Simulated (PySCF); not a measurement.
Nb(OH)4(SH) (H5NbO4S), SMILES [OH][Nb]([OH])([OH])([OH])[SH], multiplicity 1.

The structure is a stationary point at PBE0-D3(BJ)/def2-SVP. The spin state was assumed, not searched. The def2 effective core potentials stand for the cores of Nb; spin–orbit coupling is left out. One conformer was computed; it need not be the lowest.

Two levels are set side by side: PBE/def2-TZVP (PySCF) and ωB97X/def2-TZVP (PySCF). Same geometry, gas phase. Differences are taken from unrounded values.

```json
[
 {"quantity": "orbital gap (eV)", "PBE": "3.43"},
 {"quantity": "highest occupied level (eV)", "PBE": "-5.86"},
 {"quantity": "lowest empty level (eV)", "PBE": "-2.44"},
 {"quantity": "dipole moment (D)", "PBE": "1.01"},
 {"quantity": "mean polarisability (bohr³)", "PBE": "82.2"}
]
```

Problem. These are the PBE values. What does ωB97X give? (Estimate from the structure and the level; the computed values follow.)

Solution. 
```json
[
 {"quantity": "orbital gap (eV)", "ωB97X": "9.95", "PBE minus ωB97X": "-6.53"},
 {"quantity": "highest occupied level (eV)", "ωB97X": "-9.48", "PBE minus ωB97X": "3.62"},
 {"quantity": "lowest empty level (eV)", "ωB97X": "0.47", "PBE minus ωB97X": "-2.91"},
 {"quantity": "dipole moment (D)", "ωB97X": "1.08", "PBE minus ωB97X": "-0.08"},
 {"quantity": "mean polarisability (bohr³)", "ωB97X": "76.8", "PBE minus ωB97X": "5.4"}
]
```

PBE's occupied levels lie high since its potential decays too fast outside the molecule; exact exchange lowers them and widens the gap. PBE's more diffuse valence density responds more strongly to a field. Differences between two approximate levels are no errors against the true value.

Rough cost on one machine, each run with all the roots and properties that it gave: ωB97X against PBE within a factor of 2.
